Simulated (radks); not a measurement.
Species: the tin ion Sn2+. Configuration: [Kr] 4d10 5s2. All-electron calculation, Dirac Kohn-Sham, PBE, spin-unpolarised, spherical densities, finite nucleus; Fermi nuclear charge, rms radius 4.6519 fm. Program: a radial shooting solver on a logarithmic mesh with Libxc functionals. Some entries of the table are withheld. Estimate them.

| orbital | occ. | eigenvalue (hartree) | <1/r> (bohr^-1) | <r> (bohr) |
|---|---|---|---|---|
| 1s1/2 | 2 | -1066.134 | 53.08 | 0.02905 |
| 2s1/2 | 2 | -161.4488 | 12.31 | 0.1251 |
| 2p1/2 | 2 | -150.8522 | 12.29 | (1) |
| 2p3/2 | 4 | -142.3764 | 11.45 | (2) |
| 3s1/2 | 2 | -31.67626 | 4.351 | 0.3391 |
| 3p1/2 | 2 | -27.37108 | 4.260 | 0.3299 |
| 3p3/2 | 4 | -25.82334 | 4.053 | 0.3411 |
| 3d3/2 | 4 | -18.21449 | (3) | 0.3125 |
| 3d5/2 | 6 | -17.89502 | (4) | 0.3161 |
| 4s1/2 | 2 | -5.55943 | 1.706 | 0.8186 |
| 4p1/2 | 2 | -4.12828 | 1.589 | (5) |
| 4p3/2 | 4 | -3.85011 | 1.522 | (6) |
| 4d3/2 | 4 | (7) | (8) | 1.083 |
| 4d5/2 | 6 | (9) | (10) | 1.097 |
| 5s1/2 | 2 | -0.95861 | 0.5826 | 2.217 |

Answer. 
(1) 2p1/2 <r> (bohr): 0.1058
(2) 2p3/2 <r> (bohr): 0.1112
(3) 3d3/2 <1/r> (bohr^-1): 3.898
(4) 3d5/2 <1/r> (bohr^-1): 3.845
(5) 4p1/2 <r> (bohr): 0.8655
(6) 4p3/2 <r> (bohr): 0.8952
(7) 4d3/2 eigenvalue (hartree): -1.61057
(8) 4d3/2 <1/r> (bohr^-1): 1.233
(9) 4d5/2 eigenvalue (hartree): -1.57202
(10) 4d5/2 <1/r> (bohr^-1): 1.215
